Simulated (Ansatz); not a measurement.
Input file for Ansatz (an electronic-structure program): U-CCSD(T)/def2-SVP on BiFH2 (SMILES [F][BiH2]), a point of a bond scan (R = 3.612 Å). Elements past Kr take the def2 small-core potentials; no spin–orbit coupling. The run froze 10 orbitals, filled d shells among them.

Ansatz 0.2 input:
```yaml
crystal:
  periodic: [false, false, false]
  atoms:
    - {symbol: Bi, position_ang: [-0.09774088, -0.11515018, 0.12284387]}
    - {symbol: H, position_ang: [-3.05790208, 0.48183324, -1.85918357]}
    - {symbol: H, position_ang: [0.32388274, -1.51079423, -0.94310889]}
    - {symbol: F, position_ang: [1.04071460, 1.20943530, -0.93164028]}
basis:
  gaussian:
    orbitals: def2-SVP
correlation: {method: ccsd_t, electrons: outside_noble_gas}
scf: {omitted_lower_state_checks: [cluster_reference]}
magnetization: {spin_polarized: true, initial_magnetization: 0}
```

The head of its log:

```
WARN ansatz: RAYON_NUM_THREADS=1 ignored (pool sized by the plan → 1); use --threads N
Functional definition: HF
these checks for a lower state are left out or cut short: cluster_reference
integrals: 0.03 GiB planned
562 factors; integrals over basis functions are off by at most 4.5e-4 eV
mean field: 0.12 GiB planned
mean field evaluation 1: about -8538.2582 eV, gradient 2.3e1 eV
mean field evaluation 2: about -8538.2665 eV, gradient 2.3e1 eV
mean field evaluation 4: about -8541.3585 eV, gradient 1.3e0 eV
mean field evaluation 8: about -8541.3796 eV, gradient 1.1e-3 eV
mean field evaluation 16: about -8543.9330 eV, gradient 3.1e-2 eV
mean field evaluation 32: about -8543.9305 eV, gradient 1.3e-6 eV
mean field -8543.93049745 eV, -313.9836544971 hartree, gradient 1.0e-6 eV, S^2 0.982938; 6 other end points of the search recorded, 0 dependent functions left out
10 core orbitals not correlated, not the lowest: weight in the atoms' cores, before any rotation towards them, 0.806 or more for the frozen orbitals, at most 0.198 for the correlated occupied ones
reference -8543.93049745 eV, -313.9836544971 hartree; 7, 7 occupied and 33, 33 virtual orbitals, 562 factors
```

Give the final energy of this run.

-314.2673 hartree (reference determinant -313.9837, T1 diagnostic 0.021). Its determinant has ⟨S²⟩ = 0.98, a mixture of spin states.
